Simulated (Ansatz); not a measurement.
`FB1CS1` + NH₃ → `NB1CS1` + H–F at 298.15 K and 1 bar (ligand exchange at a B–F bond).

Program: Ansatz. Geometries: PBE0-D4/def2-TZVP. ΔE: electronic, gas phase. CBS: MP2 limit from def2 TZ/QZ plus the TZ coupled-cluster correction, frozen cores. This one scheme is used for every species. One conformer a species, not always the lowest.

```tsv
species	CCSD(T)/CBS energy (Eh)	H − E (kJ/mol)	S (J/(mol·K))
`FB1CS1`	-561.66504	103.1	281.4
NH₃	-56.50880	100.5	192.4
`NB1CS1`	-517.77714	169.6	288.4
H–F	-100.39570	33.5	173.6
```

H − E and S are ideal-gas, rigid-rotor, harmonic terms from PBE0-D4/def2-TZVP, for one conformer and one mirror image of each species. 1 Eh = 2625.50 kJ/mol, R = 8.31446 J/(mol·K).

Problem. By hand: ΔE, ΔH, ΔS and ΔG.

Solution. ΔE = (-517.77714) + (-100.39570) − (-561.66504) − (-56.50880) = 0.00100 Eh = 2.6 kJ/mol. Δ(H − E) = 169.6 + 33.5 − 103.1 − 100.5 = -0.5, so ΔH = 2.1 kJ/mol. ΔS = 288.4 + 173.6 − 281.4 − 192.4 = -11.8 J/(mol·K). ΔG = 2.1 − 298.15 × (-11.8)/1000 = 5.6 kJ/mol.

Problem. By hand: the equilibrium constant, and the temperature at which ΔG would vanish if ΔH and ΔS stayed fixed.

Solution. log₁₀ K = −ΔG/(RT ln 10) = -1.0. ΔH and −TΔS have one sign here, so there is no such temperature.

TΔS isn't small against ΔH here. The sign of ΔG lies within the doubt. A doubt of 5 kJ/mol in ΔE shifts log₁₀ K by 0.9 here. Other conformers and mirror images would add mixing entropy, several J/(mol·K) or more a flexible species. These are equilibria of isolated gas molecules and say nothing of rates. Largest T1 diagnostic: 0.014 (customary marks: 0.02 for closed shells, 0.045 for open ones).

ΔS is within the doubt of such terms, so its sign, and with it that verdict, could turn.
